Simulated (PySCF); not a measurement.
CH₃Cl₂NSi₂, SMILES Cl[Si]1(Cl)C=N[SiH2]1. Atoms are numbered in the order given.

```xyz
9

Cl     1.4752    -0.1011    -1.6808
Si     0.2612     0.0197     0.0000
Cl     1.4752    -0.1011     1.6808
C     -0.9885     1.4763     0.0000
N     -2.1634     0.9455     0.0000
Si    -1.9211    -0.8504     0.0000
H     -0.8654     2.5776     0.0000
H     -2.4890    -1.4934     1.2194
H     -2.4890    -1.4934    -1.2194
```

The structure is a stationary point at r2SCAN-D4/def2-SVP. The structure was generated by enumeration, and PubChem lists no compound with its InChIKey, so it may never have been made.

All values below come from PBE/def2-TZVP (PySCF).

Symmetry labels are those of the subgroup Cs that the program uses (full group Cs).

Task: List the valence orbital energies around the gap with their symmetry. (The exact figures need the calculation; the answer reports its results.)

Result: 
```json
[
 {"orbital": "HOMO−7", "symmetry": "A\"", "energy (eV)": "-9.61"},
 {"orbital": "HOMO−6", "symmetry": "A'", "energy (eV)": "-9.03"},
 {"orbital": "HOMO−5", "symmetry": "A'", "energy (eV)": "-8.64"},
 {"orbital": "HOMO−4", "symmetry": "A\"", "energy (eV)": "-8.51"},
 {"orbital": "HOMO−3", "symmetry": "A\"", "energy (eV)": "-8.17"},
 {"orbital": "HOMO−2", "symmetry": "A\"", "energy (eV)": "-7.93"},
 {"orbital": "HOMO−1", "symmetry": "A'", "energy (eV)": "-6.96"},
 {"orbital": "HOMO", "symmetry": "A'", "energy (eV)": "-6.06"},
 {"orbital": "LUMO", "symmetry": "A\"", "energy (eV)": "-2.90"},
 {"orbital": "LUMO+1", "symmetry": "A'", "energy (eV)": "-1.60"},
 {"orbital": "LUMO+2", "symmetry": "A'", "energy (eV)": "-1.22"},
 {"orbital": "LUMO+3", "symmetry": "A\"", "energy (eV)": "-1.20"}
]
```
